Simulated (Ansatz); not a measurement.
Wavefunction ladder for C5H6CuNO (`[OH][Cu-][n+]1ccccc1`)

Cartesian coordinates in Å:
```
O -2.2520 -0.4262 -3.5474
Cu -1.3644 -0.2263 -2.0182
N -0.2980 -0.0576 -0.4739
C 1.0149 -0.3191 -0.5276
C 1.8426 -0.2119 0.5727
C 1.3009 0.1815 1.7850
C -0.0559 0.4530 1.8457
C -0.8170 0.3225 0.7007
H -3.1843 -0.2209 -3.4585
H 1.4014 -0.6235 -1.4923
H 2.8967 -0.4359 0.4712
H 1.9244 0.2748 2.6662
H -0.5288 0.7639 2.7683
H -1.8805 0.5257 0.7081
```

Total charge 0; spin multiplicity 1. For Cu the d shell is correlated and the shells below it are frozen. Scalar relativity is left out up to krypton. The geometry is a stationary point of PBE0-D4/def2-TZVP. It is one conformer, not always the lowest. Frozen core, restricted reference, Ansatz 0.2.0.

```tsv
basis	HF (Eh)	MP2 corr.
def2-SVP	-1960.60912	-1.33769
def2-TZVPP	-1961.21372	-1.78051
def2-QZVPP	-1961.26886	-1.89698
```

Estimate the CCSD correlation energy and the (T) correction in each basis where they were run (hartree).


| basis | CCSD corr. | (T) |
| --- | --- | --- |
| def2-SVP | -1.33159 | -0.05748 |
| def2-TZVPP | -1.71621 | -0.08744 |
